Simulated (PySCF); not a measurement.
[Eu(H2O)3]2+: from a saddle point downhill

PySCF 2.14.0, RKS BP86, Eu lcecp-0-SVP with ECP53, O def2-SVP, H def2-SVP; non-relativistic Hamiltonian with scalar-relativistic core potentials where named; density fitting; no spin-orbit coupling. Relaxed within the symmetry of its start, the geometry (D3h) is

```xyz
10

Eu    0.0000    0.0000    0.0000
O     2.4993    0.0000    0.0000
H     3.1118    0.0000    0.7707
H     3.1118    0.0000   -0.7707
O    -1.2497    2.1645    0.0000
H    -1.5559    2.6949    0.7707
H    -1.5559    2.6949   -0.7707
O    -1.2496   -2.1645    0.0000
H    -1.5559   -2.6949    0.7707
H    -1.5559   -2.6949   -0.7707
```

and its lowest harmonic modes are -131, -113, -113, -19, 23, 23 cm⁻¹ (negative: unstable). It was moved along the lowest mode and relaxed again, within the group D3 that the move left.

(1) Where does it end, and how much lower?

(2) How do the contacts change?

(3) Is the end a minimum?

An lcecp potential fixes the number of 4f electrons, so in runs with it no electron can move into or out of that shell.

State: singlet in the valence, with the 4f electrons in the core potential.

Results:

(1) In D3, 0.036 eV lower, after 19 steps:
```xyz
10

Eu    0.0000    0.0000    0.0000
O     2.4932    0.0000    0.0000
H     3.1046    0.6250    0.4526
H     3.1046   -0.6250   -0.4526
O    -1.2466    2.1592    0.0000
H    -2.0936    2.3761    0.4526
H    -1.0110    3.0012   -0.4526
O    -1.2466   -2.1592    0.0000
H    -1.0110   -3.0012    0.4526
H    -2.0936   -2.3762   -0.4526
```

(2) 
```
     contact  saddle (Å)  end (Å)
Eu1–O2 (H2O)       2.499    2.493
Eu1–O5 (H2O)       2.499    2.493
Eu1–O8 (H2O)       2.499    2.493
```


(3) Yes, as far as the noise of the softest modes lets one tell (those above −25 cm⁻¹ count as noise); lowest modes -22, -12, -12, 29, 29, 109 cm⁻¹.
